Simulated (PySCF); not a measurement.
O₂Si. Atoms are numbered in the order given.

```xyz
3

O      0.0000     0.0000     1.5050
Si     0.0000     0.0000     0.0000
O      0.0000     0.0000    -1.5050
```

Geometry optimised at ωB97X-D3(BJ)/def2-TZVP.

The numbers are results of PySCF with TDDFT-PBE/def2-TZVPD, not measurements.

Vertical excitations; the highest root listed may be one member of a degenerate set.  State labels are in the subgroup D2h.

### Question
Give excitation energies, oscillator strengths and character. (An estimate is asked for; the answer gives what the named calculation found.)

### Answer

```
state  symmetry  energy (eV)  λ (nm)      f                                   main pairs
-----  --------  -----------  ------  -----  -------------------------------------------
S1          B3g         4.09     303  0.000                   HOMO→LUMO (degenerate set)
S2          B2g         4.09     303  0.000                 HOMO−1→LUMO (degenerate set)
S3          B3u         5.31     234  0.063                 HOMO−2→LUMO (degenerate set)
S4          B2u         5.31     234  0.063                 HOMO−3→LUMO (degenerate set)
S5          B1u         5.87     211  0.056                             HOMO−4→LUMO 84 %
S6           Au         6.85     181  0.000         HOMO−1→LUMO+1 50 %, HOMO→LUMO+2 50 %
S7           Au         7.02     177  0.000  HOMO→LUMO+2, HOMO−1→LUMO+1 (degenerate set)
S8          B1u         7.02     177  0.000  HOMO→LUMO+1, HOMO−1→LUMO+2 (degenerate set)
S9           Ag         7.40     168  0.000                             HOMO−5→LUMO 84 %
S10         B1g         7.84     158  0.000       HOMO−2→LUMO+1 50 %, HOMO−3→LUMO+2 50 %
T1          B3g         3.68     337      0                   HOMO→LUMO (degenerate set)
T2          B2g         3.68     337      0                 HOMO−1→LUMO (degenerate set)
T3          B3u         4.45     279      0                 HOMO−2→LUMO (degenerate set)
T4          B2u         4.45     279      0                 HOMO−3→LUMO (degenerate set)
```
Triplets are in the Tamm–Dancoff approximation, which puts them higher than full response would, so one can lie above its singlet here.
